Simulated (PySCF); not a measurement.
Order these species by their calculated properties.

Species are written as SMILES; each is one conformer at its optimised geometry, gas phase (atoms past krypton carry core potentials, spin–orbit coupling is left out); the electronic structure was computed with PySCF and density fitting.

Dipoles, sizes and rotational constants follow the conformer. The torsions of the flexible species, by atom-mapped SMILES:
- `[CH3:1][CH2:2][C@H:3]([CH3:4])[GeH3:5]`: C1–C2–C3–C4 -176°
- `[OH:1][c:2]1[cH:3][cH:4][cH:5][c:6]([Cl:7])[n:8]1`: H–O1–C2–C3 180°
- `[CH3:1][C:2]#[C:3][GeH2:4][C:5]([F:6])([F:7])[F:8]`: C3–Ge4–C5–F6 180°
- `[OH:1][c:2]1[cH:3][cH:4][c:5]([Cl:6])[cH:7][n:8]1`: H–O1–C2–C3 180°
- `[CH3:1][C@@H:2]([CH2:3][F:4])[O:5][SiH2:6][OH:7]`: C1–C2–C3–F4 -174°, C1–C2–O5–Si6 168°, C2–O5–Si6–O7 83°, H–O7–Si6–O5 -62°
- `[CH2:1]=[C:2]([CH3:3])/[CH:4]=[CH:5]\[C:6](=[CH2:7])[CH3:8]`: C1–C2–C4–C5 -138°, C4–C5–C6–C7 -140°
- `[CH3:1][CH2:2][CH2:3][C@H:4]([F:5])[C:6]#[N:7]`: C1–C2–C3–C4 180°, C2–C3–C4–F5 -178°

(1) Rank by lowest triplet excitation (Tamm–Dancoff), lowest first (TDA CAM-B3LYP/def2-SVPD at PBE0-D3(BJ)/def2-SVP geometries).
A. `CC[C@H](C)[GeH3]`
B. `[H][Ge]([H])([H])[CH2]CCC`
C. `[Te](Cl)Cl`
D. `Oc1cccc(Cl)n1`
E. `Oc1ccc(Cl)cn1`
F. `CC#[C][GeH2][C](F)(F)F`

(2) Give the two extremes of that set in kJ/mol.

(3) Rank by HOMO–LUMO gap, highest first (CAM-B3LYP/def2-SVPD at PBE0-D3(BJ)/def2-SVP geometries).
A. `Cl[Te]Cl`
B. `C([CH2][GeH3])CC`
C. `F[C@H](C#N)CCC`
D. `C=C(C)/C=C\C(C)=C`
E. `Oc1ccc(Cl)cn1`
F. `CC#[C][GeH2][C](F)(F)F`
G. `C[C@@H](CF)O[SiH2]O`
H. `Oc1cccc(Cl)n1`

(4) By how much do the two ends of that ranking differ?

(5) Rank by lowest singlet excitation, lowest first (TDDFT CAM-B3LYP/def2-SVPD at PBE0-D3(BJ)/def2-SVP geometries).
A. `Cl[Te]Cl`
B. `CC[C@H](C)[GeH3]`
C. `Oc1ccc(Cl)cn1`
D. `C=C(C)/C=C\C(=C)C`
E. `CCC[CH2][GeH3]`
F. `O([SiH2]O)[C@H](CF)C`
G. `CC#[C][GeH2][C](F)(F)F`

(6) Rank by smallest rotational constant, lowest first (PBE0-D3(BJ)/def2-SVP).
A. `C1=C\CC/C=C\CC/1`
B. `Cl[Te]Cl`
C. `OC1=NC(Cl)=CC=C1`
D. `CC#[C][GeH2][C](F)(F)F`

(7) Rank by static isotropic polarisability, highest first (CAM-B3LYP/def2-SVPD at PBE0-D3(BJ)/def2-SVP geometries).
A. `FC[C@@H](O[SiH2]O)C`
B. `CCC[C@H](F)C#N`
C. `C=C(C)/C=C\C(=C)C`
D. `Cl[Te]Cl`
E. `c1c(ncc(Cl)c1)O`

(8) Rank by dipole moment, lowest first (CAM-B3LYP/def2-SVPD at PBE0-D3(BJ)/def2-SVP geometries).
A. `Cl[Te]Cl`
B. `CC#[C][GeH2][C](F)(F)F`
C. `C=C(C)/C=C\C(=C)C`
D. `CCC[C@H](F)C#N`
E. `[C@@H](O[SiH2]O)(CF)C`
F. `Oc1ccc(Cl)cn1`

(9) Give the two extremes of that set in atomic units.

Results:

(1) C (1.64 eV), E (3.80 eV), D (3.91 eV), F (4.95 eV), A (7.23 eV), B (7.43 eV).

(2) `Cl[Te]Cl`: 159 kJ/mol; `[H][Ge]([H])([H])[CH2]CCC`: 717 kJ/mol.

(3) C (11.82 eV), G (11.12 eV), B (10.64 eV), F (10.10 eV), H (8.23 eV), E (8.02 eV), D (7.79 eV), A (6.02 eV).

(4) By 5.80 eV, between `CCC[C@H](F)C#N` and `Cl[Te]Cl`.

(5) A (2.27 eV), C (4.90 eV), D (5.11 eV), G (5.92 eV), B (7.50 eV), E (7.75 eV), F (8.04 eV).

(6) D (0.667 GHz), C (0.937 GHz), A (1.350 GHz), B (1.529 GHz).

(7) C (103.1 au), E (82.4 au), A (70.7 au), D (69.0 au), B (64.9 au).

(8) C (0.17 D), F (0.79 D), A (2.22 D), B (3.09 D), E (3.32 D), D (3.86 D).

(9) `C=C(C)/C=C\C(=C)C`: 0.07 au; `CCC[C@H](F)C#N`: 1.52 au.
